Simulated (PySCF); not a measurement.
B3LYP has the VWN-RPA correlation part, as in Gaussian. 

Cartesian coordinates (Å):
```xyz
3

C      1.0784     0.2662     0.0000
N     -0.0549     0.5993     0.0000
H     -1.0231     0.8841     0.0000
```
Charge 0, spin multiplicity 1.

**Question.** What LUMO, HOMO–LUMO gap, total energy, dipole moment and HOMO does B3LYP-D3(BJ)/def2-TZVP // TPSS-D3(BJ)/def2-SVP (PySCF 2.14.0) give?

**Answer.** 
```yaml
LUMO: -0.01 eV
HOMO–LUMO gap: 8.99 eV
total_energy: -93.4424 Ha
dipole_moment: 3.06 D
HOMO: -9.00 eV
```
